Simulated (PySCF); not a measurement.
Molecule: Zn(tBu)(OH), C4H10OZn, SMILES C[C](C)(C)[Zn][OH]. Atoms near the plane z = 1.0 Å, at the GFN2-xTB optimised geometry (x, y, z in Å): Zn1 (0.5, -1.3, 0.0), C2 (-0.8, 0.2, 0.0), C4 (-2.3, -0.1, 0.1), C5 (-0.5, 1.1, 1.2), H10 (-2.6, -0.7, 1.0), H11 (-2.9, 0.8, 0.1), H12 (-0.7, 0.6, 2.1), H13 (0.6, 1.3, 1.2), H14 (-1.0, 2.0, 1.2), O15 (2.2, -1.3, 0.0), H16 (2.9, -2.0, 0.0).

Method: PySCF with PBE0/def2-TZVP. Cells within 0.4 Å of a nucleus heavier than hydrogen are left out (blank, or x). The values are rescaled to run from 0 to 1.

```
|111111111111111111111111111|
|111111111111111111111111111|
|111111111111111111111111111|
|111111111111111111111111111|
|111111111111111111111111111|
|111111111111111111111111111|
|111111111111111111111111111|
|111111111111111111111111111|
|111111111111110011111111111|
|111111111111100001111111111|
|11111111111xx00001111111111|
|111111111000x00011111111111|
|111111111000000111111111111|
|111111111000011112222211111|
|111111111111111223443221111|
|111111111111122234675321111|
|111111111111222236897421111|
|111111111111222236997421111|
|111111111111122234675421111|
|111111111111112223443221111|
|111111111111111122222211111|
|111111111111111111111111111|
|111111111111111111111111111|
|111111111111111111111111111|
|111111111111111111111111111|
|111111111111111111111111111|
|111111111111111111111111111|
```
Scale: ten equal steps from 0.000 (start of '0') to 1.00 (end of '9'), in the order '0123456789'; x runs from -5.00 to 5.00, y from -5.00 (bottom) to 5.00 (top).

Question: Which quantity is mapped?
A) an orbital amplitude
B) log10 of the electron density
C) deformation density (molecule minus spherical neutral atoms)
D) Laplacian of the electron density

Answer: A, an orbital amplitude. In full: HOMO−1 amplitude (bohr^(-3/2)).
